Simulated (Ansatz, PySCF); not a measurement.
AlCl, triplet, at a GFN2-xTB geometry (such geometries of metal compounds can be far from the true shape) (the spin is typed, not shown lowest) (in this run its highest filled SCF level lies above zero, so its values depend strongly on the basis, on diffuse functions most of all), atoms displaced at random by about 0.08 Å a coordinate. Base run: B3LYP/STO-3G, gradient (PySCF).

PySCF was given this input:
```python
from pyscf import gto, scf, dft

mol = gto.Mole()
mol.atom = '''
    Al   -0.08668147   -0.16125157   -1.30582868
    Cl    0.09602827   -0.07945879    0.89118592
'''
mol.basis = 'sto-3g'
mol.spin = 2
mol.verbose = 4
mol.build()

mf = dft.UKS(mol)
mf.xc = 'b3lyp'
mf.kernel()
g = mf.nuc_grad_method()
grad = g.kernel()
```

Programs used: Ansatz (a program for electronic structure), PySCF; a row that names a program was run with it.

The coordinate followed is x of atom 2.

Each row names what was changed in the base input (with any setting that the change needs).

| change | dE/dx (Eh/bohr) | net force (Eh/bohr) |
|---|---|---|
| base | 0.001407 | 0.000019 |
| density fitting = on; auxbasis_response = off | 0.001444 | 0.000300 |
| conv_tol = 1e-6 | 0.001407 | 0.000019 |
| grids.level = 1; grid_response = on | 0.001412 | 0.000000 |
| finite difference step (bohr) = 0.05; conv_tol = 1e-11 | 0.001403 | - |
| conv_tol = 1e-11 | 0.001407 | 0.000019 |
| finite difference step (bohr) = 0.01; conv_tol = 1e-11 | 0.001400 | - |
| grids.level = 0; grid_response = off | 0.001041 | 0.001495 |
| code = ansatz | 0.001405 | 0.000000 |
| grids.level = 0; grid_response = on | 0.001171 | 0.000000 |
| finite difference step (bohr) = 0.2; conv_tol = 1e-11 | 0.001450 | - |
| density fitting = on | 0.001406 | 0.000019 |

The net force is zero for an exact gradient.

Open shells are given as the SCF converged; they aren't shown to be the lowest states, and a large step between rows can be another state.
